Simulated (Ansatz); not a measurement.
`B[SiH]([GeH3])C=O` + H₂Te → `[GeH3][TeH]` + `B[SiH2]C=O`  (cleavage of the Ge–Si bond)

Gas-phase electronic energies from Ansatz, PBE0-D4/def2-TZVP geometries. CCSD(T)/CBS adds triple-zeta CCSD(T) − MP2 to the extrapolated MP2 energy (def2 sets, frozen cores). DFT in def2-TZVPP. B3LYP here is the variant with VWN-RPA as its local correlation; programs differ in this. def2 core potentials past Kr. For Ge, Te outer-core shells are correlated without core-valence functions, which leaves a few kJ/mol of doubt a bond. Scalar relativity is left out up to krypton. Each species was taken in one conformer, which may not be the lowest.

(1) Is it downhill or uphill in electronic energy at CCSD(T)/CBS, and by how much? (An estimate is asked.)

(2) What do these levels give: r2SCAN-D4, PBE0-D4, B3LYP-D4, B2PLYP, PBE0, B3LYP, HF/def2-TZVPP, MP2/def2-TZVPP, SCS-MP2/def2-TZVPP, HF/def2-QZVPP, HF/CBS(def2), CCSD/CBS(def2)? (Estimate.)

Largest T1 diagnostic among the species: 0.016.

Results:

(1) Ansatz gave: Downhill: ΔE = -8.2 kcal/mol.

(2) Computed: r2SCAN-D4 -6.4, PBE0-D4 -6.6, B3LYP-D4 -7.6, B2PLYP -8.6, PBE0 -7.3, B3LYP -8.6, HF/def2-TZVPP -13.5, MP2/def2-TZVPP -8.7, SCS-MP2/def2-TZVPP -9.4, HF/def2-QZVPP -13.7, HF/CBS(def2) -13.7, CCSD/CBS(def2) -8.9 kcal/mol.

The D4 term adds +1.0 kcal/mol with B3LYP and +0.6 kcal/mol with PBE0; it sums over pairs of atoms, weighted by their polarisabilities, and B3LYP, whose exchange is more repulsive, gets the larger term. In def2-TZVPP, CCSD(T) changes the Hartree–Fock value by +6.3 kcal/mol (the triples alone add +0.8 kcal/mol) and MP2 by +4.8 kcal/mol.
